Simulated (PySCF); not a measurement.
**How methods differ on the ionisation energy of Cd**

Cd [Kr] 4d10 5s2 (1S) → Cd⁺ [Kr] 4d10 5s1 (2S), as a difference of total energies. Calculation: PySCF 2.14, in aug-cc-pVDZ-PP with ECP28MDF (5s5p4d2f, 54 functions); a scalar-relativistic core potential. Correlated levels: valence: 4s2 4p6 frozen. The calculations carry no spin-orbit coupling.

Question: Order these methods by the ionisation energy they give, lowest first.
A. M06-L
B. SCS-MP2 (valence)
C. MP2 (valence)
D. PBE0

Answer: B (8.847 eV), C (8.871 eV), D (8.913 eV), A (9.020 eV).

Errors of the correlated levels include the incompleteness of this basis and the frozen core.

For comparison: 8.994 eV (measured; NIST Atomic Spectra Database, ionization energies).
